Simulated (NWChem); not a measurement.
System: BNH₄O₂; SMILES NB(O)O

NWChem printed, in part:

```
             Northwest Computational Chemistry Package (NWChem) 7.3.0
             --------------------------------------------------------

 C2V symmetry detected

                             Geometry "geometry" -> ""
                             -------------------------

 Output coordinates in angstroms (scale by  1.889725989 to convert to a.u.)

  No.       Tag          Charge          X              Y              Z
 ---- ---------------- ---------- -------------- -------------- --------------
    1 B                    5.0000     0.00000000     0.00000000     0.00657551
    2 O                    8.0000     0.00000000    -1.22587009     0.65379335
    3 H                    1.0000     0.00000000    -1.15985542     1.61646929
    4 O                    8.0000     0.00000000     1.22587009     0.65379335
    5 H                    1.0000     0.00000000     1.15985542     1.61646929
    6 N                    7.0000     0.00000000     0.00000000    -1.40526457
    7 H                    1.0000     0.00000000     0.85076377    -1.94482885
    8 H                    1.0000     0.00000000    -0.85076377    -1.94482885

 Effective nuclear repulsion energy (a.u.)     115.9287805565

      Symmetry information
      --------------------

 Group name             C2v
 Group number             16
 Group order               4
 No. of unique centers     5

                                 NWChem DFT Module
                                 -----------------

 Summary of "ao basis" -> "ao basis" (spherical)
 ------------------------------------------------------------------------------
       Tag                 Description            Shells   Functions and Types
 ---------------- ------------------------------  ------  ---------------------
 B                         def2-tzvp                11       31   5s3p2d1f
 O                         def2-tzvp                11       31   5s3p2d1f
 H                         def2-tzvp                 4        6   3s1p
 N                         def2-tzvp                11       31   5s3p2d1f

      Symmetry analysis of basis
      --------------------------

        a1         59
        a2         18
        b1         26
        b2         45

            General Information
            -------------------
          SCF calculation type: DFT
          Wavefunction type:  closed shell.
          No. of atoms     :     8
          No. of electrons :    32
           Alpha electrons :    16
            Beta electrons :    16
          Charge           :     0
          Spin multiplicity:     1
          Use of symmetry is: on ; symmetry adaption is: on
          Maximum number of iterations: 150
          AO basis - number of functions:   148
                     number of shells:    60
          Convergence on energy requested:  1.00D-06
          Convergence on density requested:  1.00D-05
          Convergence on gradient requested:  5.00D-04

              XC Information
              --------------
                         B3LYP Method XC Potential
                     Hartree-Fock (Exact) Exchange  0.200
                        Slater Exchange Functional  0.800 local
                    Becke 1988 Exchange Functional  0.720 non-local
              Lee-Yang-Parr Correlation Functional  0.810
                  VWN I RPA Correlation Functional  0.190 local

             Grid Information
             ----------------
          Grid used for XC integration:  medium
          Radial quadrature: Mura-Knowles
          Angular quadrature: Lebedev.
          Tag              B.-S. Rad. Rad. Pts. Rad. Cut. Ang. Pts.
          ---              ---------- --------- --------- ---------
          B                   0.85       49           8.0       434
          O                   0.60       49          10.0       434
          H                   0.35       45          11.0       434
          N                   0.65       49          10.0       434
          Grid pruning is: on
          Number of quadrature shells:   237
          Spatial weights used:  Erf1

      Superposition of Atomic Density Guess
      -------------------------------------

 Sum of atomic energies:        -230.41411596

      Non-variational initial energy
      ------------------------------

 Total energy =    -232.148469
 1-e energy   =    -543.537784
 2-e energy   =     195.460534
 HOMO         =      -0.370258
 LUMO         =       0.028620

      Symmetry analysis of molecular orbitals - initial
      -------------------------------------------------

  Numbering of irreducible representations:

     1 a1          2 a2          3 b1          4 b2

  Orbital symmetries:

     1 a1          2 b2          3 a1          4 a1          5 a1
     6 b2          7 a1          8 a1          9 b2         10 a1
    11 b2         12 a1         13 b1         14 b2         15 a2
    16 b1         17 a1         18 a1         19 b1         20 b2
    21 b2         22 a1         23 b1         24 b2         25 a1
    26 a1

     ---------------------------------------------
      Total Density - Mulliken Population Analysis
     ---------------------------------------------

    Atom       Charge   Shell Charges
 -----------   ------   -------------------------------------------------------
    1 B    5     4.23   0.91  1.07  0.49  0.30  0.03  0.74  0.35  0.06  0.11  0.14  0.04
    2 O    8     8.75   0.79  1.18  0.59  0.93  0.24  2.01  2.16  0.82  0.00  0.01  0.00
    3 H    1     0.55   0.19  0.26  0.06  0.04
    4 O    8     8.75   0.79  1.18  0.59  0.93  0.24  2.01  2.16  0.82  0.00  0.01  0.00
    5 H    1     0.55   0.19  0.26  0.06  0.04
    6 N    7     7.82   0.82  1.16  0.57  0.77  0.16  1.66  1.88  0.80  0.00  0.01  0.00
    7 H    1     0.67   0.22  0.34  0.08  0.04
    8 H    1     0.67   0.22  0.34  0.08  0.04

[...]
```

Level: B3LYP/def2-TZVP. Geometry: optimised at B3LYP/6-31G* (spherical d).

Reconstruct the input file.

Several could match; the one computed here: the input that was run:
```
start job
memory heap 200 mb stack 900 mb global 1100 mb
geometry units angstroms noautoz
  B      0.000001     0.006756     0.000000
  O     -1.232142     0.641933     0.000000
  H     -1.175556     1.605211     0.000000
  O      1.219481     0.665953     0.000000
  H      1.144044     1.627935     0.000000
  N      0.013891    -1.405016     0.000000
  H      0.869994    -1.936064     0.000000
  H     -0.831449    -1.953043     0.000000
end
basis spherical
  * library def2-tzvp
end
dft
  xc b3lyp
  iterations 150
  mulliken
end
task dft energy
```
